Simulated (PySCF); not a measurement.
Work out the structure from these simulated measurements.

Formula: C4H5Cl2F.

| Quantity | Value |
| --- | --- |
| UV, first state | lowest singlet excitation: 6.48 eV (191 nm, f = 0.000) [TDDFT PBE0/def2-SVPD] |
| Dipole | 3.35 D [PBE0/def2-SVPD] |
| Rotational structure | rotational constants A, B, C: 2.664, 0.831, 0.704 GHz [GFN2-xTB] |
| 13C NMR | chemical shifts (computed TMS as zero) by class: 137.5 (1 C), 134.5 (1 C), 85.8 (1 C), 84.5 (1 C) ppm [GIAO PBE0/pcSseg-1] |
| Triplet | lowest triplet excitation (Tamm–Dancoff): 4.25 eV [TDA PBE0/def2-SVPD] |
| Polarisability | 81.0 au [PBE0/def2-SVPD] |
| UV, strongest line | among the 6 lowest singlet transitions: S2 at 6.49 eV (191 nm, f = 0.214) [TDDFT PBE0/def2-SVPD] |
| 1H NMR | chemical shifts (computed TMS as zero) by class: 6.41 (1 H), 6.14 (1 H), 5.62 (1 H), 5.34 (2 H) ppm [GIAO PBE0/pcSseg-1] |
| NMR, other nuclei | isotropic shieldings of nuclei other than C and H, by class: 431 (1 F), 639 (2 Cl) ppm [GIAO PBE0/pcSseg-1] |

The electronic properties come from PySCF, for the isolated species, density fitting. Levels stand in brackets. Isolated species at its GFN2-xTB geometry (one conformer only). NMR values are class means; diastereotopic atoms form classes of their own.

Question: Give a SMILES that accounts for the data.

Answer: Numbering: `[F:1][CH2:2]/[CH:3]=[CH:4]/[CH:5]([Cl:6])[Cl:7]`. Its formula, C4H5Cl2F, gives 1 degree of unsaturation: 0 rings and 1 π bond in the structure found. 4 carbons fall into 4 classes; from least to most shielded: alkene CH carbon [C4] (137.5 ppm), alkene CH carbon [C3] (134.5 ppm), CHCl2 carbon [C5] (85.8 ppm), sp3 C–F carbon [C2] (84.5 ppm). Hydrogen classes from least to most shielded: 1 H on an alkene CH carbon, C4 (6.41 ppm), 1 H on a CHCl2 carbon, C5 (6.14 ppm), 1 H on an alkene CH carbon, C3 (5.62 ppm), 2 H on an sp3 C–F carbon, C2 (5.34 ppm). The other shieldings belong to: 431 ppm, alkyl fluorine [F1]; 639 ppm, alkyl chlorine [Cl6/Cl7]. The optimised geometry has point group Cs and is an asymmetric top. Structure: `C(=C\C(Cl)Cl)/CF`. Computed isomers that give other values at the same levels: `FC/C=C\C(Cl)Cl` (13C chemical shifts (computed TMS as zero) by class: 153.9 (1 C), 132.1 (1 C), 83.8 (1 C), 80.9 (1 C) ppm). The assignments are read from this structure; whether some other isomer fits the data as well wasn't checked. NMR values of atoms bound to several Cl lack the spin–orbit term that these neighbours bring.

Shape of the structure used: `[F:1][CH2:2]/[CH:3]=[CH:4]/[CH:5]([Cl:6])[Cl:7]`: F1–C2–C3–C4 0°, C3–C4–C5–Cl6 -120°.
